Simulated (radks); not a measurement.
Spherical jellium clusters: N electrons in a uniform positive sphere of charge N and radius rs N^(1/3), rs = 2.92 bohr. Method: non-relativistic Kohn-Sham, LDA (Slater exchange, Perdew-Wang correlation), spin-polarised, spherical densities; computed with a radial shooting solver with Libxc functionals. Levels are named by radial order and angular momentum (1s, 1p, 1d, 2s, ...), and open shells are averaged over m.

N = 28, configuration 1s2 1p6 1d10 2s2 1f(up 7, down 1). This is the lowest configuration that the search found. Occupied and some empty levels:

level    occupation  eigenvalue (eV)  <r> (bohr)
1s up             1          -7.9708       5.266
1s down           1          -7.7135       5.019
1p up             3          -6.7016       6.351
1p down           3          -6.3194       6.230
1d up             5          -5.1578       7.111
1d down           5          -4.7162       7.080
2s up             1          -4.5587       5.953
2s down           1          -4.3096       6.102
1f up             7          -3.3900       7.785
1f down           1          -2.9347       7.833
2p up             0          -2.5882       7.324
2p down           0          -2.3551       7.444
1g up             0          -1.4728       8.539
1g down           0          -1.0456       8.708
2d up             0         -0.89208       9.611
2d down           0         -0.69460       10.00

Energy (eV): total -43.1436, kinetic 87.802, external -2828.1, Hartree 1387.4, exchange-correlation -133.93, background 1443.6.

Electron density:

r (bohr)  n(r) (e/bohr^3)
1.01              0.01176
2.10             0.009807
3.19             0.008499
4.27             0.008925
5.36              0.01027
6.45              0.01040
7.54             0.007963
8.62             0.004246
9.71             0.001640
10.8            0.0005284
11.9            0.0001570
13.0           0.00004395
14.1           0.00001203
